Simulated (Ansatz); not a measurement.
Consider the redistribution: `OB([SiH3])CF` + `[F][SbH][F]` → `OB(F)CF` + `[F][SbH][SiH3]`.

Isolated molecules relaxed with PBE0-D4/def2-TZVP in Ansatz; ΔE leaves out vibrations. CBS: MP2 limit from def2 TZ/QZ plus the TZ coupled-cluster correction, frozen cores. Functionals use def2-TZVPP. def2 core potentials past Kr. For Sb outer-core shells are correlated without core-valence functions, which leaves a few kJ/mol of doubt a bond. One conformer a species, not always the lowest.

(1) Is it downhill or uphill in electronic energy at CCSD(T)/CBS, and by how much? (An estimate is asked.)

(2) What do these levels give: ωB97X-V, B2PLYP, HF/def2-TZVPP, CCSD/def2-TZVPP, MP2/def2-QZVPP, HF/CBS(def2)? (An estimate is asked.)

Largest T1 diagnostic among the species: 0.015.

Results:

(1) Ansatz gave: Downhill: ΔE = -141.1 kJ/mol.

(2) Computed: ωB97X-V -134.6, B2PLYP -142.6, HF/def2-TZVPP -157.3, CCSD/def2-TZVPP -149.5, MP2/def2-QZVPP -145.1, HF/CBS(def2) -151.1 kJ/mol.

In def2-TZVPP, CCSD(T) changes the Hartree–Fock value by +10.1 kJ/mol (the triples alone add +2.3 kJ/mol) and MP2 by +6.8 kJ/mol. From PBE to PBE0 (25 % exact exchange), in def2-TZVPP and without D4, ΔE moves by −11.6 kJ/mol.
